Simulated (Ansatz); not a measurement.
Cost and result up the ladder for Hg₃H₁₂Se₃ (18 atoms). Charge 0, multiplicity 1. Geometry: PBE-D4/def2-SVP.

```xyz
18

Se    1.549   -1.292    1.266
Hg    0.079   -3.948   -0.393
Se   -1.471   -1.072   -1.534
Hg    2.453    1.789    2.555
Se   -0.053    2.368    0.241
Hg   -2.586    2.152   -2.106
H     1.532   -1.960    2.592
H     2.941   -1.747    1.022
H     1.217   -3.872   -1.612
H    -1.059   -4.113    0.819
H    -1.378   -1.438   -2.970
H    -2.838   -1.643   -1.446
H     3.636    1.983    1.392
H     1.324    1.634    3.776
H     0.662    3.472   -0.448
H    -0.777    3.336    1.103
H    -3.728    1.997   -0.897
H    -1.503    2.355   -3.360
```

Ansatz on 4 threads of Arm Neoverse V2 on a shared host. Times are rough, and most runs start from the orbitals of an earlier one. r2SCAN0-D4/def2-TZVP serves as the yardstick here, not as an exact answer. Differences are given only for rows in sets of like size (and for xTB, whose basis is part of the method), since another set adds its own error. Binding counts from free atoms at the same level (Se triplet, Hg singlet, H doublet; other spins of the atoms weren't run), without zero-point energy or a counterpoise term.

In the def2 sets Hg takes a core potential; there is no spin–orbit coupling. Correlated methods freeze 27 core orbitals; core or outer-core shells of Se, Hg are correlated, in sets that lack core-valence functions. The rows differ in basis, and correlated rows in double-zeta sets carry the largest basis error. In the singlet geometry the species has come apart into loosely held pieces.

Correlated methods converge slowly with the basis, most of all in double-zeta sets.

```tsv
level	functions	wall time
PBE-D4/def2-SVP	252	4 s
PBE-D4/def2-TZVP	345	6.5 s
revPBE-D4/def2-TZVP	345	6.5 s
PBE0-D4/def2-SVP	252	8.5 s
PBE-D4/def2-TZVPD	417	11 s
MP2/def2-SVP	252	11 s
r2SCAN-D4/def2-TZVP	345	14 s
PBE0-D4/def2-TZVP (with forces)	345	20 s
r2SCANh-D4/def2-TZVP	345	24 s
r2SCAN0-D4/def2-TZVP	345	24 s
```

Q: Estimate what each level gives for the binding energy per atom (eV).

A: 
```csv
level,binding energy per atom (eV),difference from r2SCAN0-D4/def2-TZVP (eV)
PBE-D4/def2-SVP,1.82,–
PBE-D4/def2-TZVP,1.84,-0.01
revPBE-D4/def2-TZVP,1.79,-0.05
PBE0-D4/def2-SVP,1.79,–
PBE-D4/def2-TZVPD,1.84,-0.01
MP2/def2-SVP,1.60,–
r2SCAN-D4/def2-TZVP,1.87,0.02
PBE0-D4/def2-TZVP (with forces),1.82,-0.02
r2SCANh-D4/def2-TZVP,1.86,0.01
r2SCAN0-D4/def2-TZVP,1.85,0.00
```
